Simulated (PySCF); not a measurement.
Zn(OH)(NH2) (H3NOZn), SMILES [NH2][Zn][OH].

Coordinates come from a B3LYP-D3(BJ)/def2-TZVP optimisation. Other conformers were not sampled.

Computed with IEF-PCM-PBE0/def2-SVP (PySCF 2.14.0).

The values are the electrostatic part of the solvation free energy, E(continuum) − E(gas) at the gas-phase geometry, in a cavity of scaled van der Waals radii (PySCF's table); cavitation and dispersion terms are not included. A continuum can't describe solvent molecules that bind to the metal. In vacuum the orbital gap is 6.19 eV. The dipole moment in vacuum is 2.79 D.

```json
[
 {"solvent": "water", "ε": "78.36", "ΔG(elec) (kcal/mol)": "-16.4", "dipole (D)": "3.37", "gap (eV)": "6.48"},
 {"solvent": "acetonitrile", "ε": "35.69", "ΔG(elec) (kcal/mol)": "-15.9", "dipole (D)": "3.36", "gap (eV)": "6.47"},
 {"solvent": "diethylether", "ε": "4.24", "ΔG(elec) (kcal/mol)": "___", "dipole (D)": "___", "gap (eV)": "___"}
]
```

### Question
What belongs in the gaps? (An estimate is asked for; the answer gives what the named calculation found.)

### Answer

- diethylether, ΔG(elec) (kcal/mol): -10.9
- diethylether, dipole (D): 3.17
- diethylether, gap (eV): 6.37
